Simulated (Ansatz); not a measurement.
Reactions of `F[SiH](F)[SiH](F)F`.

Gas-phase electronic energies from Ansatz, PBE0-D4/def2-TZVP geometries. CCSD(T)/CBS is the MP2 limit (def2-TZVPP, def2-QZVPP) plus CCSD(T) − MP2 in def2-TZVPP, frozen cores. This one scheme is used for every species, atoms too. For atomizations the MP2-based limit and the directly extrapolated one differ by several kJ/mol either way, and by 10 to 25 for some Ge, Se and Sn compounds, so smaller differences from it don't rank the levels. Functionals use def2-TZVPP. Open shells (•) are unrestricted, without spin–orbit coupling. Spin–orbit coupling would lower the free atoms: a little for F, Si. Bonds to Br are less sure, by a few kJ/mol each and by 10 to 20 or more in all where they break to atoms, as the def2 sets lack core-valence functions. Scalar relativity is left out up to krypton. One conformer a species, not always the lowest.

```json
{"reaction": "`F[SiH](F)[SiH](F)F` + `OCO` → `O[SiH](F)F` + `OC[SiH](F)F`", "PBE0-D4 (eV)": "-1.79", "r2SCAN-D4 (eV)": "-1.93", "PBE-D4 (eV)": "-1.69", "ωB97X-V (eV)": "-1.85", "CCSD(T)/CBS(def2) (eV)": "-1.98"}
{"reaction": "`F[SiH](F)[SiH](F)F` + `CC` → 2 `C[SiH](F)F`", "PBE0-D4 (eV)": "-1.05", "r2SCAN-D4 (eV)": "-1.15", "PBE-D4 (eV)": "-0.98", "ωB97X-V (eV)": "-1.08", "CCSD(T)/CBS(def2) (eV)": "-1.14"}
{"reaction": "`F[SiH](F)[SiH](F)F` + H₂ → `F[SiH2][SiH](F)F` + H–F", "PBE0-D4 (eV)": "1.20", "r2SCAN-D4 (eV)": "1.35", "PBE-D4 (eV)": "1.23", "ωB97X-V (eV)": "1.29", "CCSD(T)/CBS(def2) (eV)": "1.27"}
{"reaction": "`F[SiH](F)[SiH](F)F` → 4 F• + 2 H• + 2 Si•", "PBE0-D4 (eV)": "32.55", "r2SCAN-D4 (eV)": "33.18", "PBE-D4 (eV)": "33.35", "ωB97X-V (eV)": "33.31", "CCSD(T)/CBS(def2) (eV)": "33.44"}
{"reaction": "`F[SiH](F)[SiH](F)F` + `O[SiH](Cl)Br` → `F[SiH2][SiH](F)F` + `O[Si](F)(Cl)Br`", "PBE0-D4 (eV)": "0.03", "r2SCAN-D4 (eV)": "0.02", "PBE-D4 (eV)": "0.04", "ωB97X-V (eV)": "0.02", "CCSD(T)/CBS(def2) (eV)": "0.03"}
```

Largest T1 diagnostic: 0.013, for `F[SiH](F)[SiH](F)F`.
